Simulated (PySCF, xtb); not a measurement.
C2H6BNO, SMILES O1B(N)CC1. Other conformers were not sampled.

Harmonic wavenumbers (cm⁻¹) from GFN2-xTB in xtb at its own minimum, in rising order: 168, 294, 354, 453, 515, 613, 769, 790, 879, 902, 1026, 1038, 1126, 1131, 1163, 1169, 1272, 1423, 1456, 1481, 1528, 2934, 2953, 3020, 3026, 3510, 3559.

Q: What does PBE0-D3(BJ)/def2-SVP run with PySCF give at its own minimum? (An estimate is asked for; the answer gives what the named calculation found.)

A: 154, 324, 384, 389, 548, 628, 776, 805, 886, 936, 995, 1033, 1119, 1177, 1201, 1209, 1368, 1413, 1460, 1510, 1618, 3057, 3108, 3119, 3174, 3650, 3765. Paired by order, the mean absolute difference is 56 cm⁻¹ and the zero-point energies are 55.1 and 56.9 kcal/mol.
